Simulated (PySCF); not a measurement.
Vertical excitations of a molecule C6H8 from TDA-PBE/def2-SVPD run with PySCF 2.14.0, as energy in eV (oscillator strength): 5.04 (0.000), 6.01 (0.003), 6.03 (0.004), 6.31 (0.006), 6.39 (0.006), 6.41 (0.193), 6.67 (0.169), 6.73 (0.007), 6.91 (0.130), 7.00 (0.177). Lowest triplet (TDA): 4.37 eV. Coordinates come from a PBE0-D3(BJ)/def2-SVP optimisation. Other conformers were not sampled.

Task: Pick the molecule that these values belong to.
(A) C=C=CC1CC1
(B) CC1=CC=CC1
(C) C=C=CCC=C
(D) C1=CCCC=C1

Result: A, C=C=CC1CC1
